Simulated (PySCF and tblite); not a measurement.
The numbers below are computed, except where a source is named.
System: C3H4O2Si, numbered as in [CH:1]#[C:2][C:3](=[O:4])[O:5][SiH3:6].

Motion: rotation about the C3–O5 bond (torsion C2–C3–O5–Si6 from -180° to 0°, rising). GFN2-xTB gives an electronic barrier of 4.4 kcal/mol and a reaction energy of 3.6 kcal/mol.

PBE0/pcSseg-1 + D3(BJ) on GFN2-xTB geometries gives 7.0 kcal/mol and k(298 K) = 7.7×10⁷ s⁻¹.

Q: What does PBE0/pcSseg-1 + D3(BJ), IEF-PCM dichloromethane give on GFN2-xTB geometries?

A: A barrier of 6.5 kcal/mol, 0.6 below the first DFT barrier (from unrounded values), a reaction energy of 3.2 kcal/mol and, with GFN2-xTB thermal terms, ΔG‡(298 K) = 6.5 kcal/mol and k = 2×10⁸ s⁻¹ (2 equivalent paths).

Programs: tblite and PySCF.
